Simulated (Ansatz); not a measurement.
Calculated with Ansatz (gas phase, PBE0-D4/def2-TZVP geometries, no zero-point term in ΔE). CBS: MP2 limit from def2 TZ/QZ plus the TZ coupled-cluster correction, frozen cores. This one scheme is used for every species. Functionals use def2-TZVPP. HSE06 is defined as in plane-wave codes. One conformer a species, not always the lowest.

Consider the hydrogenolysis of a C–C bond: `CCSCc1ccccc1` + H₂ → `c1ccccc1` + `CCSC`.

| level | ΔE (kJ/mol) |
| --- | --- |
| HSE06-D4 | -45.9 |
| r2SCANh | -53.3 |

(1) What does CCSD(T)/CBS give? (Best estimate.)

Largest T1 diagnostic among the species: 0.010.

## Answers

(1) Computed: -44.4 kJ/mol. The listed levels differ from it by -1.5, -8.9 kJ/mol.

In def2-TZVPP, CCSD(T) changes the Hartree–Fock value by +44.2 kJ/mol (the triples alone add +9.2 kJ/mol) and MP2 by +56.4 kJ/mol. At CCSD(T), def2-SVP lies +5.1 kJ/mol from the extrapolated value and def2-TZVPP +1.1 kJ/mol. The D4 term adds +26.4 kJ/mol with B3LYP and +16.2 kJ/mol with PBE0; it sums over pairs of atoms, weighted by their polarisabilities, and B3LYP, whose exchange is more repulsive, gets the larger term.

B3LYP here is the variant with VWN-RPA as its local correlation; programs differ in this.
